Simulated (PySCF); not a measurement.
Species: C2H9NO2Si2.
Numbering: `[CH3:1][C:2](=[O:3])[NH:4][SiH2:5][O:6][SiH3:7]` (hydrogens: H8, H9, H10 on C1; H11 on N4; H12, H13 on Si5; H14, H15, H16 on Si7)

The calculation used core-valence-separated Tamm–Dancoff BHandHLYP/aug-pcX-1 (pcseg-1 on H, def2-SVPD on Si) in PySCF, non-relativistic, gas phase, PBE0-D3(BJ)/def2-SVP geometry.

Computed oxygen K-edge spectrum, Gaussian lines of 0.3 eV full width, highest printed point 100; it ends one width below the last computed root. BHandHLYP without relativity tends to put these K edges a few eV too low, so spacings mean more than positions.

photon energy (eV), absorption and a bar:
```
    529.1          1 
    529.2          9 ###
    529.3         38 ###########
    529.4         84 #########################
    529.5        100 ##############################
    529.6         65 ###################
    529.7         23 #######
    529.8          4 #
    529.9          0 
    530.0          0 
    530.1          0 
    530.2          0 
    530.3          0 
    530.4          0 
    530.5          0 
    530.6          0 
    530.7          0 
    530.8          0 
    530.9          0 
    531.0          0 
    531.1          0 
    531.2          0 
    531.3          0 
    531.4          0 
    531.5          0 
    531.6          0 
    531.7          0 
    531.8          0 
    531.9          0 
    532.0          1 
    532.1          4 #
    532.2         10 ###
    532.3         13 ####
    532.4         10 ###
    532.5          4 #
    532.6          1 
    532.7          0 
    532.8          0 
    532.9          0 
    533.0          2 #
    533.1          9 ###
    533.2         24 #######
    533.3         38 ###########
    533.4         36 ###########
    533.5         23 #######
    533.6         11 ###
    533.7          9 ###
    533.8         21 ######
    533.9         44 #############
    534.0         65 ###################
    534.1         68 ####################
    534.2         52 ################
```

Where are the maxima, and which lines make them up?

4 maxima:
- 529.5 eV: O3 (amide oxygen), 529.48 eV, f = 0.042, 1s→π*, 100 % of the height at the exact maximum
- 532.3 eV: O6 (siloxane oxygen), 532.30 eV, f = 0.005, 100 % of the height at the exact maximum
- 533.3 eV: O6 (siloxane oxygen), 533.31 eV, f = 0.014, 83 % of the height at the exact maximum; O3 (amide oxygen), 533.48 eV, f = 0.005, 17 % of the height at the exact maximum
- 534.1 eV: O6 (siloxane oxygen), 534.13 eV, f = 0.016, 49 % of the height at the exact maximum; O6 (siloxane oxygen), 533.99 eV, f = 0.015, 43 % of the height at the exact maximum

Further lines of some strength in the range: O3, 533.87 eV, f = 0.003.

Roots within 0.03 eV on the same or equivalent atoms count as one line; shares under 12 % aren't listed.

Vibrational structure and lifetime widths aren't in the curve. The ionisation threshold wasn't computed; near and above it a finite basis only mimics Rydberg series and continuum.

Shape of the structure used: `[CH3:1][C:2](=[O:3])[NH:4][SiH2:5][O:6][SiH3:7]`: C1–C2–N4–Si5 -179°, C2–N4–Si5–O6 179°, N4–Si5–O6–Si7 172°.

One conformer stands for the species.
